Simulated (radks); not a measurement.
Valence configurations of Cl (all share [Ne]). Method: non-relativistic Kohn-Sham, r2SCAN, spin-polarised, spherical densities, point nucleus; open shells are filled with parallel spins first; meta-GGA in the generalised Kohn-Sham scheme; computed with a radial shooting solver on a logarithmic mesh with Libxc functionals. Energies are relative to 3s2 3p5; eigenvalues in eV for spin up.

3s2 3p5: E (eV) 0.000; moment (Bohr magnetons) 1; e(3p) -9.465; e(3s) -22.033
3s1.5 3p5.5: E (eV) 6.209; moment (Bohr magnetons) 1; e(3p) -9.812; e(3s) -22.490
3s1 3p6: E (eV) 12.389; moment (Bohr magnetons) 1; e(3p) -10.171; e(3s) -22.960

NIST lists [Ne] 3s2 3p5 as the ground configuration; this level of theory agrees among the configurations tried. The energies are those of spherical high-spin densities, not of single terms.
